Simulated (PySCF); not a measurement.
Radial density of Sc⁻ (scandium, charge -1)

UHF, [Ar] 3d2 4s2, high-spin 3F determinant. Calculation: PySCF 2.14, in aug-cc-pVTZ-DK; the spin-free X2C one-electron Hamiltonian (Gaussian nucleus).

| r (bohr) | 4πr²ρ (e/bohr) | 4πr²(ρα − ρβ) |
| --- | --- | --- |
| 0.00131 | 0.1678 | 0.0000 |
| 0.00220 | 0.4304 | 0.0001 |
| 0.00370 | 1.081 | 0.0001 |
| 0.00622 | 2.618 | 0.0003 |
| 0.0105 | 5.952 | 0.0007 |
| 0.0176 | 12.10 | 0.0014 |
| 0.0296 | 20.30 | 0.0019 |
| 0.0498 | 24.87 | 0.0007 |
| 0.0838 | 20.55 | -0.0042 |
| 0.141 | 19.38 | -0.0055 |
| 0.237 | 26.37 | 0.0273 |
| 0.399 | 14.89 | 0.1726 |
| 0.671 | 7.116 | 0.5326 |
| 1.13 | 8.281 | 0.8422 |
| 1.90 | 2.347 | 0.7480 |
| 3.19 | 0.6420 | 0.4558 |
| 5.37 | 0.3049 | 0.0969 |
| 9.03 | 0.1117 | -0.0711 |
| 15.2 | 0.01696 | -0.0163 |

Densities and radii are taken from the X2C orbitals without a picture-change correction, which distorts them close to the nucleus.

⟨S²⟩ = 2.33 against 2.00 shows spin contamination. The configuration of this anion was assumed by filling the next shell in order. It is not the known or likely ground configuration (Ca⁻, Sr⁻ and Ba⁻, for instance, bind a p electron), so these values are not the electron affinity of the element. At UHF the highest occupied level has a positive energy, so only the finite basis holds that electron.

Q: Where is the radial spin density 4πr²(ρα − ρβ) most negative, and why is it negative at all?

A: Around r = 9.03 bohr, down to -0.0711 e/bohr: exchange with the open shell polarises the paired shells in an unrestricted calculation.
